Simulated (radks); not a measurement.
The mean radii <r> (bohr) of the occupied orbitals of an atom or ion are listed with their occupations. Method: scalar-relativistic Kohn-Sham, PBE, spin-polarised, spherical densities, point nucleus; computed with a radial shooting solver on a logarithmic mesh with Libxc functionals.

orbital  occ.      <r>
1s down     1  0.02232
1s up       1  0.02232
2s up       1  0.09512
2s down     1  0.09511
2p up       3  0.08390
2p down     3  0.08390
3s up       1   0.2497
3s down     1   0.2495
3p up       3   0.2482
3p down     3   0.2479
3d up       5   0.2261
3d down     5   0.2259
4s up       1   0.5643
4s down     1   0.5643
4p up       3   0.5966
4p down     3   0.5967
4d up       5   0.6472
4d down     5   0.6481
5s up       1    1.313
5s down     1    1.327
5p up       3    1.493
5p down     3    1.511
4f up       5   0.8175
5f up       1    4.128

Name the element and its charge. Open shells, if any, are filled with parallel spins first.

Answer. Z = 63, europium, charge +3: Eu3+ in [Xe] 4f5 5f1. The 1s radius gives Z: for a bare nucleus <r> = (2 gamma + 1)/(2Z) with gamma = sqrt(1 - (Z/c)^2), 0.02203 bohr for Z = 63, and screening makes it slightly larger (0.02232 here). The occupations add up to 60, and the charge is Z minus that.
